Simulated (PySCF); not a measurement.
C4H5BF3N.
Structure used (PBE0-D3(BJ)/def2-SVP), in Å, numbered top down from 1:
```
atom  x, y, z in Å
B1    -2.7536   -0.8474    1.2175
N2    -1.5680   -0.2202    0.4835
C3    -0.6823    0.2621   -0.0702
C4     0.4349    0.8746   -0.7785
C5     1.6225   -0.0226   -0.8778
F6     1.4351   -1.1546   -1.5471
C7     2.8208    0.2531   -0.3624
F8     3.8640   -0.5141   -0.4763
F9     3.0693    1.3467    0.3127
H10   -3.2907   -1.5915    0.4091
H11   -2.2775   -1.4415    2.1747
H12   -3.4659    0.0915    1.5479
H13    0.7101    1.8092   -0.2668
H14    0.0844    1.1449   -1.7909
```

All values: PBE0/def2-SVPD (PySCF, non-relativistic), on one gas-phase PBE0-D3(BJ)/def2-SVP geometry that isn't relaxed in the solvent. The solvent is an IEF-PCM continuum (cavity from Bondi-type radii × 1.2). Specific hydrogen bonds and non-electrostatic terms are outside this model.

Gas phase at PBE0/def2-SVPD: HOMO -7.83 eV, LUMO -1.18 eV, dipole 6.64 D.

Task: What does the continuum do to the energy, the frontier levels and the dipole at PBE0/def2-SVPD in acetone and dimethylsulfoxide?

Result: 
```csv
solvent,ε,E(solvent) − E(gas) (kcal/mol),polarisation term (kcal/mol),distortion of the solute (kcal/mol),HOMO (eV),LUMO (eV),dipole (D)
acetone,20.49,-10.66,-13.36,2.70,-7.76,-0.76,8.50
dimethylsulfoxide,46.83,-11.15,-14.11,2.96,-7.73,-0.75,8.58
```

The polarisation term is half the interaction of the solute with the surface charges that it induces; the rest is the cost of distorting the solute's density. The sum is the electrostatic part of solvation alone. The atom shares or the degeneracy of the HOMO differ from the gas phase in acetone and dimethylsulfoxide, so that column needn't follow one orbital. From acetone to dimethylsulfoxide the lowering changes by a factor 1.05, Onsager's factor (ε − 1)/(2ε + 1) by 1.04 and ε itself by 2.3.

Task: Which radius a makes the point-dipole formula ΔE = −[(ε − 1)/(2ε + 1)]·μ²/a³ give the value in dimethylsulfoxide, with the gas-phase dipole?

Result: μ = 2.612 au and |ΔE| = 0.01777 Eh give a = 3.02 Å; the farthest nucleus lies 3.93 Å from the centroid of the nuclei, so such a sphere wouldn't even hold the nuclei. The formula assumes a rigid point dipole at the centre of a sphere.

Task: Give the dipole vector in the frame of the coordinates (D, pointing from negative to positive charge), gas and dimethylsulfoxide.

Result: Gas (4.57, 3.74, -3.04), solvent (5.74, 4.99, -3.97). Its length changes by +29 % and its direction by 2°.

Task: How does the static polarisability (PBE0/def2-SVPD, frozen core, with the continuum's full static response) change?

Result: 
| medium | isotropic (au) | principal values (au) | ⟨r²⟩ of the electrons (bohr²) |
| --- | --- | --- | --- |
| gas | 81.8 | 63.2, 64.5, 117.8 | 1637.7 |
| acetone | 100.9 | 81.5, 83.9, 137.3 | 1644.2 |
| dimethylsulfoxide | 102.0 | 82.6, 85.2, 138.1 | 1644.4 |

The isotropic value in dimethylsulfoxide is 1.25 times the gas-phase one; no cavity-field correction is applied. ⟨r²⟩ is taken about the centre of nuclear charge.

The run took 38 s wall on an Arm Neoverse V1 with one thread, no GPU, shared host. This is the whole response run at PBE0/def2-SVPD in dimethylsulfoxide, SCF included.
